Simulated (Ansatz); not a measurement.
Basis-set extrapolation for C₂H₅BF, SMILES `[CH2]B(C)F` radical (PBE0-D4/def2-TZVP geometry, frozen core, Ansatz). Multiplicity 2, UHF reference.

```
                      def2-TZVPP   def2-QZVPP
                 HF  -202.895683  -202.904870
    MP2 correlation    -0.662023    -0.713435
CCSD(T) correlation    -0.721880      not run
```

Energies in hartree. Use E(X) = E(∞) + A·exp(−7.88·√X) for Hartree–Fock and E(X) = E(∞) + B·X^(−2.97) for correlation, with X = 3 and 4, and add CCSD(T) minus MP2 of the smaller set to the MP2 limit.

Q: What is the CCSD(T) energy at the basis-set limit?

A: HF limit: -202.904870 + (-0.009187) × 0.13774 = -202.90614. MP2 limit: -0.713435 + (-0.051412) × 0.74074 = -0.75152. Higher-order term: -0.721880 − (-0.662023) = -0.05986. Total: -203.71752 hartree, 262.4 kJ/mol below CCSD(T)/def2-TZVPP.
